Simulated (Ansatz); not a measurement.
Cost and result for the atomization energy of C6H18ClN3Sn, SMILES `C[N](C)[Sn]([Cl])([N](C)C)[N](C)C` (29 atoms, 28 bonds).

Z-matrix (Å, degrees):
```
C
N 1 1.442
H 1 1.102 2 113.0
H 1 1.093 2 110.7 3 -121.3
H 1 1.099 2 110.2 3 119.8
Sn 2 1.997 1 119.5 3 94.0
C 2 1.442 1 113.8 3 -57.7
Cl 6 2.340 2 106.4 1 164.1
N 6 2.007 2 115.3 1 -80.5
N 6 2.007 2 104.9 1 43.6
H 7 1.092 2 110.8 1 -177.9
H 7 1.101 2 113.0 1 60.7
H 7 1.098 2 110.0 1 -59.4
C 9 1.442 6 117.8 2 54.6
C 9 1.441 6 121.3 2 -156.7
C 10 1.444 6 118.7 2 55.5
C 10 1.443 6 118.5 2 -160.5
H 14 1.098 9 110.1 6 -149.7
H 14 1.094 9 110.9 6 -31.3
H 14 1.102 9 113.5 6 90.1
H 15 1.098 9 110.0 6 149.7
H 15 1.092 9 110.7 6 31.1
H 15 1.103 9 113.3 6 -90.4
H 16 1.098 10 110.0 6 -152.7
H 16 1.101 10 113.0 6 87.2
H 16 1.093 10 110.6 6 -33.9
H 17 1.093 10 110.7 6 33.7
H 17 1.101 10 113.3 6 -87.7
H 17 1.098 10 110.0 6 152.2
```

Charge 0, multiplicity 1. Correlated methods include outer-core shells of Sn, which these sets cover unevenly. Sn takes the def2 core potential. Geometry: relaxed with PBE0-D4/def2-TZVP. It is one conformer, not always the lowest. Program: Ansatz. All runs use 11 threads of an AMD EPYC 7R13 on a shared host and a whole NVIDIA H100 80 GB. Times are those of one run each, without the atoms' runs, and a repeat can differ threefold. Electronic energies, without spin–orbit coupling; frozen cores. CCSD(T)/CBS adds CCSD(T) − MP2 in def2-TZVPP to the MP2 limit, and its time is that of the two runs behind it. T1 = 0.012. With those shells the extrapolation isn't a true limit.

CCSD(T)/CBS is a level of theory with its own doubt, some kJ/mol a heavy atom from the limit and from the frozen cores, so smaller differences don't rank the functionals.

```
                             level  functions  wall time  atomization (kcal/mol)  difference from CCSD(T)/CBS  per bond
              revPBE-D4/def2-TZVPP        623      2.5 s                  2542.3                        -11.1      -0.4
                PBE0-D4/def2-TZVPP        623      2.7 s                  2559.6                          6.2       0.2
   PBE-D4/def2-TZVPP (with forces)        623      2.8 s                  2602.7                         49.3       1.8
           CAM-B3LYP-D4/def2-TZVPP        623      2.9 s                  2563.0                          9.6       0.3
r2SCAN-D4/def2-TZVPP (with forces)        623      3.3 s                  2543.9                         -9.5      -0.3
                 B2PLYP/def2-TZVPP        623      3.8 s                  2517.1                        -36.3      -1.3
                ωB97X-V/def2-TZVPP        623      3.8 s                  2559.7                          6.3       0.2
               PBE-QIDH/def2-TZVPP        623      3.8 s                  2532.0                        -21.4      -0.8
  ωB97M-V/def2-TZVPP (with forces)        623      4.6 s                  2555.3                          1.9       0.1
                  CCSD(T)/def2-SVP        260      6.5 s                  2414.7                       -138.7      -5.0
                    MP2/def2-QZVPP       1205        8 s                  2552.0                         -1.4      -0.1
                CCSD(T)/def2-TZVPP        623      110 s                  2483.7                        -69.7      -2.5
                 CCSD(T)/CBS(def2)          –      120 s                  2553.4                          0.0       0.0
```

From r2SCAN to r2SCAN0 (25 % exact exchange), in def2-TZVPP and without D4, the atomization energy moves by −33.9 kcal/mol: exact exchange takes away binding that semilocal exchange gives to molecules. At CCSD(T), def2-SVP lies −138.7 kcal/mol from the extrapolated value and def2-TZVPP −69.7 kcal/mol: correlation converges slowly with the basis, and small sets miss more of it in the bonded molecule than in its fragments. In def2-TZVPP, CCSD(T) changes the Hartree–Fock value by +670.3 kcal/mol (the triples alone add +39.5 kcal/mol) and MP2 by +697.1 kcal/mol; breaking electron pairs costs correlation energy, which Hartree–Fock lacks.

Spin–orbit coupling would lower the free Sn atoms strongly, and the atomization energy with them, by more than many differences here. For some Ge, Se and Sn compounds the MP2-based and the directly extrapolated limit differ by 10 to 25 kJ/mol.
